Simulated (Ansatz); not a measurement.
```yaml
crystal:
  periodic: [false, false, false]
  atoms:
    - {symbol: C, position_ang: [0.229926, -0.664640, -0.894366]}
    - {symbol: N, position_ang: [0.434694, 0.508580, 0.832320]}
    - {symbol: Si, position_ang: [0.384694, 0.458580, 0.832320]}
    - {symbol: N, position_ang: [-0.855673, 0.233003, -0.517087]}
    - {symbol: H, position_ang: [0.016000, -1.303239, -1.839596]}
    - {symbol: H, position_ang: [-0.130330, -0.010127, 2.140720]}
    - {symbol: H, position_ang: [0.831260, 1.905245, 0.991813]}
    - {symbol: H, position_ang: [-1.781969, 0.052845, -0.714369]}
basis:
  gaussian: {orbitals: pcseg-2, point_charges: [{charge: 2.00, position_ang: [4.488, 0.083, -0.699]}]}
hamiltonian: {xc: {name: wB97M-V}}
output: {forces: true}
```

```sh
$ ansatz run in.yaml --threads 2 --pin off --events-out ev --progress --plain --max-ram 4352MiB
```

It prints (some lines left out):

```
Functional definition: wB97M-V
930 factors; their error is unknown
222 factors; integrals over basis functions are off by at most 9.7e-6 eV
mean field evaluation 1: about 957.1908 eV, gradient 1.2e2 eV
mean field evaluation 2: about 952.4671 eV, gradient 7.5e1 eV
mean field evaluation 4: about 944.2669 eV, gradient 5.7e0 eV
mean field evaluation 8: about 944.5462 eV, gradient 3.5e0 eV
a density is far from that of the atoms, so the factors are made again for it
1297 factors; integrals over basis functions are off by at most 1.1e-3 eV
223 factors; integrals over basis functions are off by at most 9.7e-6 eV
mean field evaluation 16: about 945.0935 eV, gradient 1.2e-2 eV
mean field 944.56560272 eV, 34.7121456505 hartree, gradient 8.6e-5 eV, S^2 0.000000; 0 other end points of the search recorded, 0 dependent functions left out
reference 944.56554880 eV, 34.7121436687 hartree; 19, 19 occupied and 161, 161 virtual orbitals, 1297 factors
Total energy: 944.56554880 eV, 34.7121436687 hartree
Atom 0 at     0.229926    -0.664640    -0.894366 Å, force    -3.444377     0.392044    -2.630802 eV/Å
Atom 1 at     0.434694     0.508580     0.832320 Å, force 178025.435271 178191.448658    51.792079 eV/Å
Atom 2 at     0.384694     0.458580     0.832320 Å, force -178026.670635 -178175.274696   -44.773875 eV/Å
Atom 3 at    -0.855673     0.233003    -0.517087 Å, force     5.337009    -3.615814     1.536921 eV/Å
Atom 4 at     0.016000    -1.303239    -1.839596 Å, force    -0.315635     1.069738     1.818165 eV/Å
Atom 5 at    -0.130330    -0.010127     2.140720 Å, force     0.341247     1.454733    -4.566237 eV/Å
Atom 6 at     0.831260     1.905245     0.991813 Å, force     0.977085   -15.754991    -2.764609 eV/Å
Atom 7 at    -1.781969     0.052845    -0.714369 Å, force    -1.216031     0.089514    -0.463118 eV/Å
Dipole moment:    -0.914638    -0.514018    -0.347600 e Å
```

Something in this input is off. What?

One atom was put on top of another. Self-consistency was reached. The result belongs to that input, not to the molecule as meant.
